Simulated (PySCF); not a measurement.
Computed shifts of a molecule C2H6N2Si, PBE/pcSseg-1 run with PySCF, GIAO, gas phase, atoms alike by connectivity averaged where their shifts nearly agree, in ppm (number of nuclei): ¹³C: 95.5 (1), 92.7 (1). ²⁹Si: -55.2 (1). ¹⁵N: 35.3 (1), 30.5 (1). ¹H: 5.40 (1), 2.31 (1), 0.92 (1), 0.86 (1), 0.69 (1), 0.64 (1). References: ¹³C against TMS (σ = 182.0 ppm); ²⁹Si against TMS (σ = 335.4 ppm); ¹⁵N against NH3 (σ = 267.0 ppm); ¹H against TMS (σ = 31.49 ppm), references at their B3LYP-D3(BJ)/def2-TZVP geometries, non-relativistic. Geometry: r2SCAN-D4/def2-SVP. Other conformers were not sampled.

**Question.** Which molecule gave these data?
A. C#C[SiH](N)N
B. N[Si@H]1C=NC1
C. N#CC[SiH2]N

**Answer.** A, C#C[SiH](N)N
